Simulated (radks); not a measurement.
Task: The mean radii <r> (bohr) of the occupied orbitals of an atom or ion are listed with their occupations. All-electron calculation, Dirac Kohn-Sham, BLYP, spin-unpolarised, spherical densities, finite nucleus; Fermi nuclear charge, rms radius of each element as measured or else 0.836 A^(1/3) + 0.57 fm. Program: a radial shooting solver on a logarithmic mesh with Libxc functionals.

| orbital | occ. | <r> |
|---|---|---|
| 1s1/2 | 2 | 0.02457 |
| 2s1/2 | 2 | 0.1047 |
| 2p1/2 | 2 | 0.08794 |
| 2p3/2 | 4 | 0.09414 |
| 3s1/2 | 2 | 0.2783 |
| 3p1/2 | 2 | 0.2681 |
| 3p3/2 | 4 | 0.2803 |
| 3d3/2 | 4 | 0.2514 |
| 3d5/2 | 6 | 0.2552 |
| 4s1/2 | 2 | 0.6373 |
| 4p1/2 | 2 | 0.6561 |
| 4p3/2 | 4 | 0.6835 |
| 4d3/2 | 4 | 0.7390 |
| 4d5/2 | 6 | 0.7487 |
| 5s1/2 | 2 | 1.518 |
| 5p1/2 | 2 | 1.706 |
| 5p3/2 | 4 | 1.789 |
| 4f5/2 | 1 | 1.101 |
| 6s1/2 | 2 | 4.353 |
| 5d3/2 | 1 | 2.931 |

Name the element and its charge. Open shells, if any, fill j = l - 1/2 first.

Result: Z = 58, cerium, charge 0: Ce in [Xe] 4f1 5d1 6s2. The 1s radius gives Z: for a bare nucleus <r> = (2 gamma + 1)/(2Z) with gamma = sqrt(1 - (Z/c)^2), 0.02424 bohr for Z = 58, and screening makes it slightly larger (0.02457 here). The occupations add up to 58, and the charge is Z minus that.
